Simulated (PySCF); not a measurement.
This PySCF input asks for the NMR shieldings of `C/C=C/[P@H+](C)C(C)(C)C`, [C8H18P]+; the geometry comes from GFN2-xTB.

```python
import basis_set_exchange as bse
import numpy as np
from pyscf import gto, dft
from pyscf.prop import nmr

atoms = """
C     3.493978    1.717964   -0.012658
C     2.475760    0.665812    0.177765
C     1.406646    0.495285   -0.603787
P     0.208730   -0.792639   -0.331179
C    -0.088180   -1.669795   -1.883232
C    -1.348258   -0.187930    0.475686
C    -1.986384    0.863667   -0.427259
C    -0.929763    0.417108    1.814868
C    -2.267958   -1.388821    0.681266
H     3.581432    2.314821    0.894886
H     3.259220    2.367913   -0.850914
H     4.468229    1.257676   -0.176813
H     2.638624   -0.003211    1.015501
H     1.212258    1.140364   -1.452680
H     0.772128   -1.695724    0.549088
H    -0.779411   -2.497619   -1.730013
H    -0.503029   -0.978319   -2.618316
H     0.860831   -2.055247   -2.257836
H    -2.884563    1.254414    0.045681
H    -1.308522    1.699395   -0.595438
H    -2.275592    0.442273   -1.388502
H    -0.250294    1.256569    1.672617
H    -1.808656    0.781553    2.341767
H    -0.443073   -0.325133    2.446976
H    -1.759691   -2.184756    1.225415
H    -2.629945   -1.782433   -0.266222
H    -3.134413   -1.086762    1.265494
"""
names = dict.fromkeys(["C", "P", "H"], "pcSseg-1")
basis = {el: gto.basis.parse(bse.get_basis(n, elements=[el], fmt="nwchem")) for el, n in names.items()}
mol = gto.M(atom=atoms, basis=basis, charge=1, verbose=0)
mf = dft.RKS(mol, xc="PBE0")
mf.grids.level = 2
mf.grids.alignment = dft.numint.BLKSIZE   # the property module wants whole blocks of grid points
mf.conv_tol = 1e-9
mf.kernel()

calc = nmr.RKS(mf)   # GIAO
C = mf.mo_coeff
Co = C[:, mf.mo_occ > 0]
resp = mf.gen_response(singlet=True, hermi=2)
def vind(x):   # induced exchange potential for any number of trial vectors
    d = np.einsum("pi,xij,qj->xpq", C, 2 * x.reshape(-1, C.shape[1], Co.shape[1]), Co, optimize=True)
    return np.einsum("xpq,pi,qj->xij", resp(d - d.transpose(0, 2, 1)), C, Co, optimize=True).ravel()
mo1, _ = nmr.rhf.solve_mo1(calc, with_cphf=vind)
sigma = calc.kernel(mo1)
for i, s in enumerate(sigma):   # ppm
    w = np.linalg.eigvalsh((s + s.T) / 2)
    print("%2d %-2s iso %8.1f  s11 %8.1f  s22 %8.1f  s33 %8.1f" % (i, mol.atom_pure_symbol(i), w.mean(), *w))
```

Question: What does it print?

Answer: 
```
 0 C  iso    159.9  s11    139.4  s22    156.8  s33    183.4
 1 C  iso      9.4  s11   -122.1  s22     -7.0  s33    157.3
 2 C  iso     79.6  s11    -18.0  s22    104.7  s33    152.1
 3 P  iso    307.3  s11    271.5  s22    302.6  s33    347.9
 4 C  iso    183.6  s11    174.7  s22    184.0  s33    192.2
 5 C  iso    147.9  s11    138.1  s22    142.8  s33    162.8
 6 C  iso    164.6  s11    148.3  s22    157.5  s33    188.0
 7 C  iso    160.0  s11    145.6  s22    149.8  s33    184.8
 8 C  iso    160.9  s11    145.6  s22    150.5  s33    186.7
 9 H  iso     29.1  s11     25.3  s22     26.9  s33     35.0
10 H  iso     29.2  s11     25.2  s22     28.9  s33     33.5
11 H  iso     29.0  s11     25.3  s22     26.3  s33     35.4
12 H  iso     24.3  s11     19.8  s22     23.0  s33     30.2
13 H  iso     26.0  s11     23.2  s22     25.3  s33     29.3
14 H  iso     26.5  s11     24.0  s22     24.1  s33     31.4
15 H  iso     29.7  s11     23.7  s22     28.2  s33     37.1
16 H  iso     29.6  s11     24.9  s22     27.8  s33     36.2
17 H  iso     29.7  s11     24.4  s22     26.8  s33     37.9
18 H  iso     30.0  s11     25.7  s22     27.1  s33     37.0
19 H  iso     30.5  s11     25.5  s22     29.2  s33     36.7
20 H  iso     30.5  s11     25.9  s22     28.8  s33     36.7
21 H  iso     30.2  s11     25.4  s22     29.5  s33     35.8
22 H  iso     30.0  s11     25.7  s22     27.2  s33     37.0
23 H  iso     30.6  s11     26.8  s22     27.7  s33     37.2
24 H  iso     30.5  s11     26.3  s22     27.9  s33     37.3
25 H  iso     30.3  s11     25.7  s22     28.9  s33     36.4
26 H  iso     29.8  s11     25.5  s22     27.0  s33     37.0
```

These numbers come from an equivalent density-fitted implementation of the same equations, which agrees with the script to about 0.01 ppm for H and up to a few tenths of a ppm for heavy atoms, so last digits may differ.

Question: Turn these shieldings into chemical shifts. Scale: $^{13}$C (186.93 ppm) and $^{1}$H (31.72 ppm) vs TMS; $^{31}$P (318.38 ppm) vs H3PO4 (reference shieldings calculated alike).

Answer: Averaging equivalent atoms: C 1: 177.5; C 2: 107.3; C 5: 39.0; C 0: 27.1; C 6/7/8: 25.1; C 4: 3.3; P 3: 11.0; H 12: 7.40; H 13: 5.77; H 14: 5.21; H 9/10/11: 2.62; H 15/16/17: 2.05; H 18/19/20/21/22/23/24/25/26: 1.46 ppm. Experimental scales use liquid or dissolved standards, which lie at an offset from isolated H3PO4.

Size and cost of the density-fitted run: 250 basis functions, 65 s wall time on 1 thread of an Arm Neoverse V2, shared host.
